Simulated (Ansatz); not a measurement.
Start from `C[SiH](O)O` and change one atom or group to get `C[SiH2]O`.

Ansatz, PBE0-D4/def2-TZVP geometries, multiplicity 1. Each molecule was computed in one conformer, which needn't be the lowest.

```json
{"property": "HOMO–LUMO gap (PBE/def2-TZVPP) / eV", "`C[SiH](O)O`": "6.93"}
{"property": "HOMO–LUMO gap (ωB97M-V/def2-TZVPP) / eV", "`C[SiH](O)O`": "13.00"}
{"property": "LUMO energy (PBE/def2-TZVPP) / eV", "`C[SiH](O)O`": "-0.11"}
{"property": "HOMO energy (ωB97M-V/def2-TZVPP) / eV", "`C[SiH](O)O`": "-10.82"}
{"property": "HOMO energy (PBE/def2-TZVPP) / eV", "`C[SiH](O)O`": "-7.05"}
{"property": "size of the dipole moment (PBE/def2-TZVPP) / D", "`C[SiH](O)O`": "0.94"}
```

(1) What does the change do to each property? (An estimate is asked.)

## Answers

(1) Computed: 
| property | `C[SiH2]O` | shift |
| --- | --- | --- |
| HOMO–LUMO gap (PBE/def2-TZVPP) / eV | 6.55 | -0.38 |
| HOMO–LUMO gap (ωB97M-V/def2-TZVPP) / eV | 12.75 | -0.25 |
| LUMO energy (PBE/def2-TZVPP) / eV | -0.40 | -0.29 |
| HOMO energy (ωB97M-V/def2-TZVPP) / eV | -10.73 | 0.09 |
| HOMO energy (PBE/def2-TZVPP) / eV | -6.94 | 0.11 |
| size of the dipole moment (PBE/def2-TZVPP) / D | 1.65 | 0.71 |

With PBE0 the HOMO rises by 0.10 eV and the LUMO falls by 0.27 eV, so the gap narrows by about 0.37 eV. PBE moves the HOMO by 0.11 eV and ωB97M-V by 0.09 eV. The zero-point energy changes by -17.6 kJ/mol with -3 modes. Dipoles are sizes alone; their direction can turn.
